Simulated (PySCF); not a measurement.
CH$_{8}$Ge$_{2}$O, CH$_{8}$Ge$_{2}$Si (calculated)

Computed with PySCF 2.14.0. Calculation on a computer-drawn molecule: optimised geometry and harmonic frequencies of an isolated molecule of the commonest isotopes, restricted reference for singlets and unrestricted otherwise, frozen core in MP2; on germanium a core potential holds 10 electrons, which the energies leave out, and 3d is frozen in MP2 and coupled-cluster steps.

Common to all runs: charge 0; multiplicity 1; method HF; basis and core potential on germanium cc-pVDZ-PP ECP10MDF.

(1) CH$_{8}$Ge$_{2}$O

Start structure:
```xyz
12
CH8Ge2O
Ge     0.8203     1.0364    -0.0618
C      0.5192     2.7816     0.9294
O      0.0133     2.6897     2.1958
Ge    -1.2402     1.7112     2.7683
H     -0.4131     0.2928    -0.4044
H      1.4975     1.4122    -1.3910
H      1.7406     0.2036     0.6772
H     -0.2007     3.3698     0.2100
H      1.4426     3.4184     0.9013
H     -2.4977     1.9654     2.0850
H     -1.2156     2.1658     4.2118
H     -0.8194     0.2249     2.6592
```

- basis: cc-pVDZ
- total energy: ?
- rotational constants: ?

Drawn bonds:
```csv
atom,other atom,order
1,2,1
2,3,1
3,4,1
1,5,1
1,6,1
1,7,1
2,8,1
2,9,1
4,10,1
4,11,1
4,12,1
```

(2) CH$_{8}$Ge$_{2}$Si

Start structure:
```xyz
12
CH8Ge2Si
Ge    -1.5430    -0.6415    -1.3901
C     -0.7520     0.6970    -0.3362
Si     0.6354     0.5162     0.7658
Ge     1.6981    -1.5145     0.9953
H     -0.5489    -1.7846    -1.6140
H     -1.8816    -0.2083    -2.7641
H     -2.7475    -1.2738    -0.8040
H     -1.2058     1.7223    -0.3881
H      1.1900     1.5324     1.5749
H      2.4248    -1.9900    -0.1985
H      2.8003    -1.5188     2.0331
H      0.8120    -2.6800     1.3536
```

* basis: cc-pV(D+d)Z
* total energy: ?
* rotational constants: ?

Drawn bonds:
```csv
atom,other atom,order
1,2,1
2,3,2
3,4,1
1,5,1
1,6,1
1,7,1
2,8,1
3,9,1
4,10,1
4,11,1
4,12,1
```

## Withheld values
1. Give the missing total energy for CH$_{8}$Ge$_{2}$O (entry 1).
2. Give the missing rotational constants for CH$_{8}$Ge$_{2}$O (entry 1).
3. Estimate the total energy of CH$_{8}$Ge$_{2}$Si (entry 2).
4. CH$_{8}$Ge$_{2}$Si (entry 2): rotational constants?

Answers
1. -704.1235 hartree
2. 19.2, 0.6279, 0.6198 GHz
3. -918.1500 hartree
4. 4.094, 0.6734, 0.5867 GHz

Further results for CH$_{8}$Ge$_{2}$O (entry 1):

- convergence status largest gradient component: 1.02e-05 hartree/bohr

Optimised structure:
```xyz
12
CH8Ge2O
Ge     1.3323     1.0466    -0.3438
C      0.0945     2.1664     0.7073
O     -0.2497     1.4384     1.8605
Ge    -1.3596     2.0870     3.0976
H      0.6417    -0.2646    -0.7299
H      1.7533     1.7854    -1.6248
H      2.5818     0.7390     0.4864
H     -0.7881     2.4060     0.1022
H      0.5821     3.1158     0.9592
H     -0.7679     3.3817     3.6633
H     -1.4579     0.9980     4.1574
H     -2.7159     2.3720     2.4453
```

Modes:
```csv
frequency (cm⁻¹),reduced mass (dalton)
48.13,3.583
103,1.11
130.2,4.413
157.2,1.326
184.4,8.798
521.5,1.032
528.5,1.397
670.4,5.067
685.1,1.129
687.9,1.194
777.2,2.644
906.9,1.055
907.8,1.347
943.2,1.025
944.1,1.052
961.1,1.031
964.1,1.031
965.3,1.027
1190,6.916
1335,1.093
1415,1.3
1589,1.076
2198,1.022
2221,1.024
2223,1.024
2235,1.013
2238,1.018
2277,1.017
3138,1.055
3184,1.108
```

Further results for CH$_{8}$Ge$_{2}$Si (entry 2):

- convergence status largest gradient component: 3.769e-05 hartree/bohr

Optimised structure:
```xyz
12
CH8Ge2Si
Ge    -1.5704    -0.6616    -1.4286
C     -0.7717     0.6548    -0.2546
Si     0.5782     0.4396     0.7572
Ge     1.8385    -1.5933     0.9754
H     -0.7958    -1.9839    -1.3246
H     -1.5385    -0.1931    -2.8905
H     -3.0353    -0.9254    -1.0513
H     -1.2473     1.6337    -0.2528
H      1.0613     1.5583     1.5951
H      2.4511    -1.9943    -0.3667
H      2.9640    -1.3507     1.9865
H      0.9477    -2.7276     1.4826
```

Modes:
```csv
frequency (cm⁻¹),reduced mass (dalton)
32.8,1.034
63.18,10.99
116.1,1.06
185.6,3.317
234.8,4.621
349.4,7.986
436.9,1.046
523.9,1.523
545.5,1.147
550.9,1.45
658.3,1.105
671.8,1.484
776.1,1.202
851.7,1.177
892.9,1.079
937.1,1.059
959.8,1.021
964.4,1.019
965.4,1.018
974.4,1.023
1033,1.428
1242,3.073
2191,1.023
2196,1.023
2220,1.019
2221,1.015
2231,1.024
2242,1.013
2323,1.042
3295,1.086
```
